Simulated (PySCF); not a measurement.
# Effect of structural changes

Method used: quadratic response CAM-B3LYP/aug-cc-pVDZ first hyperpolarisability, Taylor convention, gas phase (PySCF). Geometry: PBE0-D3(BJ)/def2-SVP.

Each molecule in one low-energy conformer.

The calculation is non-relativistic, which matters for the atoms heavier than Zn.

Problem. How does the norm of the vector part βᵢ = ⅓ Σⱼ (βᵢⱼⱼ + βⱼᵢⱼ + βⱼⱼᵢ) of the static first hyperpolarisability change along this series?
- C[Se]c1cc[o+]cc1 (H replaced by SeCH3)
- [SiH3]c1cc[o+]cc1 (H replaced by SiH3)
- C#Cc1cc[o+]cc1 (H replaced by ethynyl)

Solution. 
| molecule | static β vector norm (au) | static β HRS (au) | S1 (eV) |
| --- | --- | --- | --- |
| C[Se]c1cc[o+]cc1 | 635 | 314 | 4.06 |
| [SiH3]c1cc[o+]cc1 | 93 | 65 | 5.06 |
| C#Cc1cc[o+]cc1 | 524 | 254 | 3.83 |

The norm of the vector part βᵢ = ⅓ Σⱼ (βᵢⱼⱼ + βⱼᵢⱼ + βⱼⱼᵢ) of the static first hyperpolarisability is lowest for [SiH3]c1cc[o+]cc1 and highest for C[Se]c1cc[o+]cc1.
